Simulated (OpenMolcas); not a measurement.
# Ar II: effect of the active space

```
Program             : OpenMolcas 26.06
Method              : SS-CASPT2 or its RAS form, IPEA 0.25 Eh, imaginary shift 0.1 Eh
Basis               : ANO-RCC-VQZP
Scalar Hamiltonian  : DKH2, point nucleus
Spin-orbit coupling : state interaction with AMFI integrals over the reference wave functions, term energies averaged over their components
```

A. 7 electrons in 4 orbitals (3s 3p); 2S+1 = 2 odd, 3 roots; 2S+1 = 2 even, 1 root; closed shells correlated: 2s 2p; CASPT2 step about 0.9 core-seconds
B. 7 electrons in 8 orbitals (3s 3p 4s 4p); 2S+1 = 2 odd, 3 roots; 2S+1 = 2 even, 1 root; closed shells correlated: 2s 2p; CASPT2 step of the order of 2.6 core-seconds
C. 7 electrons in 9 orbitals (RAS2 3s 3p; RAS3 3d, at most 2 electrons); 2S+1 = 2 odd, 3 roots; 2S+1 = 2 even, 1 root; closed shells correlated: 2s 2p; CASPT2 step roughly 3 core-seconds

Energies in cm⁻¹ above 3s² 3p⁵ ²P°_3/2, the measured ground level; measured values from NIST Handbook of Basic Atomic Spectroscopic Data.

```csv
Level,A,B,C,Measured
3s² 3p⁵ ²P°_3/2,0.0,0.0,0.0,0.0
3s² 3p⁵ ²P°_1/2,1350,1363,1282,1432
3s 3p⁶ ²S_1/2,126487,125404,113548,108722
```

Deviations, from unrounded energies. A percentage is the sum of absolute deviations over the sum of measured energies, with the sign that they share, or ± where signs differ.

| Against measurement | Levels | A | B | C |
| --- | --- | --- | --- | --- |
| mean absolute deviation (cm-1) | 2 | 8900 | 8400 | 2500 |
| fine structure of the ground term (%) | 1 | -5.7 | -4.8 | -10.4 |
| other configurations (%) | 1 | +16.3 | +15.3 | +4.4 |

C lies closest to measurement on these levels and A furthest from it. The largest miss of C in the table is 3s 3p⁶ ²S_1/2, by +4800 cm-1. The ranking rests on the paired levels alone, and a cruder setting can come out closer through cancelling errors.

Among A to C the level of the table that moves most is 3s 3p⁶ ²S_1/2, by 13000 cm-1 (lowest in C, highest in A).

Over all roots computed the reference weight is 0.86 to 0.95 in A, 0.86 to 0.95 in B; the roots of lowest weight are the least certain, and an intruder state may touch them. Active for correlation alone: 4p 4s; no level in the range computed is led by a configuration that fills them, so any true level of that kind is missing (holds for B). Active for correlation alone: 3d; no level in the range computed is led by a configuration that fills it, so any true level of that kind is missing (holds for C). Some terms mix strongly with configurations of 3d, whose occupation reaches 0.33 (3s 3p⁶ ²S) (holds for C). Measured partners are found by configuration, term and J. A level has none where our copy of the source lacks it or the pairing is in doubt (some pairs that miss far off the trend of their configuration count as doubtful), and it then counts in no deviation. Only configurations of the active space appear.

° marks odd parity.
